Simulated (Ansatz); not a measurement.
`[SiH3][SiH2]Cl` + `N[SiH2][SiH](N)Cl` → `N[SiH2][SiH2][SiH3]` + `N[SiH](Cl)Cl`  (redistribution)

Gas-phase electronic energies from Ansatz, PBE0-D4/def2-TZVP geometries. CCSD(T)/CBS adds triple-zeta CCSD(T) − MP2 to the extrapolated MP2 energy (def2 sets, frozen cores). One conformer a species, not always the lowest.

```json
{"species": "`[SiH3][SiH2]Cl`", "CCSD(T)/CBS(def2) energy (Eh)": "-1040.97629"}
{"species": "`N[SiH2][SiH](N)Cl`", "CCSD(T)/CBS(def2) energy (Eh)": "-1151.66645"}
{"species": "`N[SiH2][SiH2][SiH3]`", "CCSD(T)/CBS(def2) energy (Eh)": "-927.36617"}
{"species": "`N[SiH](Cl)Cl`", "CCSD(T)/CBS(def2) energy (Eh)": "-1265.28357"}
```

Task: Work out ΔE.

Result: ΔE = (-927.36617) + (-1265.28357) − (-1040.97629) − (-1151.66645) = -0.00700 Eh = -18.4 kJ/mol.

Largest T1 diagnostic among the species: 0.012.

In def2-TZVPP, CCSD(T) changes the Hartree–Fock value by −5.1 kJ/mol (the triples alone add −0.7 kJ/mol) and MP2 by −5.6 kJ/mol.
